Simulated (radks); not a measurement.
Values are calculated unless marked as measured or tabulated.
Numerical settings for the thulium ion Tm52+, [Ne] 3s2 3p5. Code: a radial shooting solver on a logarithmic mesh with Libxc functionals. Model: Dirac Kohn-Sham, PBE, spin-unpolarised, spherical densities, point nucleus; open shells are shared between the two j in proportion to 2j + 1. The defaults (mesh step 0.008 in ln r, mesh end at 40 bohr or more with all orbitals vanishing there, Anderson mixing 0.5 over 9 steps, residual threshold near 1e-9 with the energy settled to 1e-9 hartree or 1e-11 of itself, here a cap of 71 iterations) give E = -10894.6843 hartree and 3p3/2 at -4878.2 eV in 13 iterations. Run on one thread of a shared host, so times are rough (Arm Neoverse N1): 0.08 s of CPU time, 0.08 s wall, 13 iterations on 2476 mesh points. Changes against that run (0 stands for a change within the tolerance of the run):

mesh step in ln r 0.2: iterations 71; converged no; E (mhartree) diverged; CPU (s) 0.15
mesh step in ln r 0.03: iterations 13; converged yes; E (mhartree) +0.00544; e(3p3/2) (meV) 0; CPU (s) 0.03
mesh step in ln r 0.08: iterations 71; converged no; E (mhartree) -1.31e+06; CPU (s) 0.25
mesh end (bohr) 2: iterations 13; converged yes; E (mhartree) 0; e(3p3/2) (meV) 0; CPU (s) 0.08
mesh end (bohr) 8: iterations 13; converged yes; E (mhartree) 0; e(3p3/2) (meV) 0; CPU (s) 0.08
residual threshold 0.01: iterations 7; converged yes; E (mhartree) 0; e(3p3/2) (meV) -0.0209; CPU (s) 0.06
residual threshold 0.1: iterations 7; converged yes; E (mhartree) 0; e(3p3/2) (meV) -0.0209; CPU (s) 0.06
mixing 0.01: iterations 17; converged yes; E (mhartree) 0; e(3p3/2) (meV) 0; CPU (s) 0.1
linear mixing, mixing 0.5: iterations 33; converged yes; E (mhartree) 0; e(3p3/2) (meV) 0; CPU (s) 0.16
linear mixing, mixing 0.8: iterations 15; converged yes; E (mhartree) 0; e(3p3/2) (meV) 0; CPU (s) 0.09
mixing history 3: iterations 13; converged yes; E (mhartree) 0; e(3p3/2) (meV) 0; CPU (s) 0.08
iteration cap 3: iterations 3; converged no; E (mhartree) +1.24; e(3p3/2) (meV) -8.46e+03; CPU (s) 0.02

No run marked as converged misses the energy by more than 1 mhartree. A mesh that ends early acts as a hard wall.
